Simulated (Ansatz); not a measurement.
`[CH3][Al]([Cl])[Cl]` + H–F → `[F][Al]([Cl])[Cl]` + CH₄  (ligand exchange at the Al–C bond)

Gas-phase electronic energies from Ansatz, PBE0-D4/def2-TZVP geometries. CCSD(T)/CBS adds triple-zeta CCSD(T) − MP2 to the extrapolated MP2 energy (def2 sets, frozen cores). This one scheme is used for every species. DFT in def2-TZVPP.

`[CH3][Al]([Cl])[Cl]`:

Z-matrix (Å, degrees):
```
C
Al 1 1.928
H 1 1.091 2 111.8
H 1 1.094 2 110.4 3 121.0
H 1 1.094 2 110.4 3 -121.0
Cl 2 2.090 1 121.2 3 -179.9
Cl 2 2.090 1 122.3 3 0.1
```

H–F:

Z-matrix (Å, degrees):
```
F
H 1 0.920
```

`[F][Al]([Cl])[Cl]`:

Cartesian coordinates in Å:
```
F -0.248 -1.637 0.500
Al -0.014 -0.092 0.028
Cl -0.174 1.425 1.420
Cl 0.436 0.304 -1.948
```

CH₄:

Cartesian coordinates in Å:
```
C 0.000 0.000 0.000
H 0.922 -0.151 0.560
H 0.195 -0.134 -1.064
H -0.371 1.009 0.177
H -0.746 -0.724 0.327
```

```
        level  ΔE (eV)
      BLYP-D4    -1.81
CCSD/def2-SVP    -1.91
```

Question: What does CCSD(T)/CBS give? (An estimate is asked.)

Answer: Ansatz gave: -1.76 eV. The listed levels differ from it by -0.05, -0.15 eV.

Largest T1 diagnostic among the species: 0.010.

In def2-TZVPP, CCSD(T) changes the Hartree–Fock value by +0.19 eV (the triples alone add +0.03 eV) and MP2 by +0.18 eV. Leaving LDA and LC-ωPBE aside and taking each functional with its dispersion term where it has one, the values, not all of them listed here, spread over 0.19 eV, from B97M-V to PBE-D4. LDA lies +0.07 eV from PBE without D4. From BLYP to BHLYP (50 % exact exchange), in def2-TZVPP and without D4, ΔE moves by −0.03 eV.
